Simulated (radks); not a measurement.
Results of a calculation; reference values are marked as such.
Task: Ionisation of Zn2+, [Ar] 3d10, to Zn3+, [Ar] 3d9, under several functionals. Dirac Kohn-Sham, spin-unpolarised, spherical densities, finite nucleus; open shells fill j = l - 1/2 first; a radial shooting solver on a logarithmic mesh with Libxc functionals. The NIST Atomic Spectra Database gives 39.723 eV (measured). Rank these functionals by the error of their Delta-SCF ionisation energy: exchange-only PBE; XLYP; B86b exchange with PBE correlation; OLYP; exchange-only B88; RPBE; revPBE; LDA (Slater exchange, Perdew-Wang correlation); LDA (Slater exchange, VWN5 correlation).

Result: From best to worst: exchange-only PBE 39.221 eV (-0.503); revPBE 40.252 eV (+0.529); exchange-only B88 39.194 eV (-0.529); RPBE 40.255 eV (+0.532); B86b exchange with PBE correlation 40.410 eV (+0.687); XLYP 40.435 eV (+0.711); OLYP 40.516 eV (+0.792); LDA (Slater exchange, Perdew-Wang correlation) 40.737 eV (+1.014); LDA (Slater exchange, VWN5 correlation) 40.745 eV (+1.021). Spin polarisation and multiplet splitting are left out, so open shells lie too high by an amount that depends on their filling.

Beside tabulated values, note that spin-unpolarised runs miss the spin-polarisation part of the exchange energy of open shells.
